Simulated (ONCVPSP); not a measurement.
Which change was made? (Ge, ONCV)

| Item | Value |
| --- | --- |
| Element | Ge (Z = 32) |
| Generator | ONCVPSP 4.0.1 |
| Type | optimised norm-conserving Vanderbilt (ONCV) |
| Functional | revPBE |
| Relativity | scalar-relativistic |
| Frozen core | [Ne] |
| Valence charge | 22 |
| Reference configuration | 3s2 3p6 3d10 4s2 4p1.75 (charge +0.25) |
| Partial waves | 3s+4s: rc 1.25 bohr, ncon 4, nbas 9, qcut 11.5 1/bohr, 2 projectors; 3p+4p: rc 1.30 bohr, ncon 5, nbas 8, qcut 13.5 1/bohr, 3 projectors, debl 3.3 Ha; 3d: rc 0.85 bohr, ncon 3, nbas 7, qcut 17 1/bohr, local |
| Local potential | the d channel |
| Core correction | Teter function, fcfact 3.75, rcfact 1.05 |

Cutoffs, loose and tight: the cutoffs (Ha) at which the residual kinetic energy of the hardest occupied pseudo-wave falls to 1 and 0.1 mHa per electron. They do not see the model core or the augmentation charge, which bear on the density cutoff. Test errors are all-electron minus pseudo excitation energies from the reference, over the configurations 3s2 3p6 3d10 4s2 4p2; 3s2 3p6 3d10 4s2 4p1; 3s2 3p6 3d10 4s2 4p0; 3s2 3p6 3d10 4s1 4p0; variants that change the core or the reference have their own tests.

The base gives: outcome: generated; cutoff, loose: 120 Ha; cutoff, tight: 133 Ha; bound ghosts: none; GHOST(+) flags above zero: none; largest test error (meV): +2.8.

(1) After one change the result is: outcome: generated; cutoff, loose: 118 Ha; cutoff, tight: 130 Ha; bound ghosts: none; GHOST(+) flags above zero: s; largest test error (meV): -6.0. Which change was it?
A. d: rc 0.88
B. d: rc 1.08
C. d: rc 0.7

Results:

(1) A. The others give: d: rc 0.7 → outcome: generated; cutoff, loose: 141 Ha; cutoff, tight: 400 Ha; bound ghosts: none; GHOST(+) flags above zero: none; largest test error (meV): -5.2 | d: rc 1.08 → outcome: generated; cutoff, loose: 103 Ha; cutoff, tight: 115 Ha; bound ghosts: s; GHOST(+) flags above zero: none; largest test error (meV): -7.3.
